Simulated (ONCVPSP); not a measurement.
## Al (Z = 13), ONCV: configuration errors across variants

```
Element                 : Al
Generator               : ONCVPSP 4.0.1
Type                    : optimised norm-conserving Vanderbilt (ONCV)
Functional              : PW91
Relativity              : scalar-relativistic
Frozen core             : [Ne]
Valence charge          : 3
Reference configuration : 3s2 3p0.5 (charge +0.5)
Partial waves           : 3s: rc 1.60 bohr, ncon 5, nbas 9, qcut 3.3 1/bohr, 2 projectors, debl 1.2 Ha; 3p: rc 1.95 bohr, ncon 4, nbas 7, qcut 4.2 1/bohr, 2 projectors, debl 2.5 Ha; d scattering state at 0.14 Ha: rc 1.70 bohr, ncon 5, nbas 8, qcut 5.1 1/bohr, 2 projectors, debl 2.7 Ha
Local potential         : polynomial inside 1.45 bohr (lpopt 4, dvloc0 6 Ha)
Core correction         : none
```

All-electron excitation energies from the reference (eV): (1) 3s2 3p1 -2.103; (2) 3s2 3p0 3.699; (3) 3s1 3p0 22.977; (4) 3s1 3p1 9.512.

3 further variants failed, have other tests or too few solved ones, and are left out.

A true bound ghost makes a file unfit for plane-wave use even where its test errors are small: the radial tests pick states by their node count and pass the ghost by.

Errors AE − PS in meV (a dash: test not solved or not reliable):

```tsv
change	(1)	(2)	(3)	(4)	bound ghosts	GHOST(+) flags above zero
base	-0.2	-0.8	+21	+8.8	s	p
all radii scaled by about 1.15 (s 1.84, p 2.24, d 1.96 bohr); local potential polynomial inside 1.66 bohr (lpopt 4, dvloc0 6 Ha)	-0.2	-0.7	+23	+8.1	none	s
all radii scaled by about 1.24 (s 1.98, p 2.42, d 2.12 bohr); local potential polynomial inside 1.80 bohr (lpopt 4, dvloc0 6 Ha)	-0.2	-0.7	+23	+8.2	none	none
all radii scaled by about 1.31 (s 2.10, p 2.56, d 2.22 bohr); local potential polynomial inside 1.90 bohr (lpopt 4, dvloc0 6 Ha)	-0.2	-0.7	+22	+8.1	none	p
```

(1) Give the same row for: all radii scaled by about 1.07 (s 1.72, p 2.08, d 1.82 bohr); local potential polynomial inside 1.56 bohr (lpopt 4, dvloc0 6 Ha).

Results:

(1) -0.2, -0.7, +23, +8.1; bound ghosts: s; GHOST(+) flags above zero: s.
